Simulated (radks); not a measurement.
Question: The krypton ion Kr33+, 3 electrons, occupied as [He] 2s1 (the NIST ground configuration). All-electron calculation, non-relativistic Kohn-Sham, LDA (Slater exchange, Perdew-Wang correlation), spin-polarised, spherical densities, point nucleus; open shells are filled with parallel spins first. Program: a radial shooting solver on a logarithmic mesh with Libxc functionals. Some entries of the table are withheld. Estimate them.

orbital  occ.  eigenvalue (hartree)  <1/r> (bohr^-1)
1s up       1                   (1)              (2)
1s down     1                   (3)              (4)
2s up       1             -145.8109              (5)
2s down     0             -144.0098              (6)

Answer: 
(1) 1s up eigenvalue (hartree): -609.4289
(2) 1s up <1/r> (bohr^-1): 35.61
(3) 1s down eigenvalue (hartree): -609.0386
(4) 1s down <1/r> (bohr^-1): 35.62
(5) 2s up <1/r> (bohr^-1): 8.655
(6) 2s down <1/r> (bohr^-1): 8.644
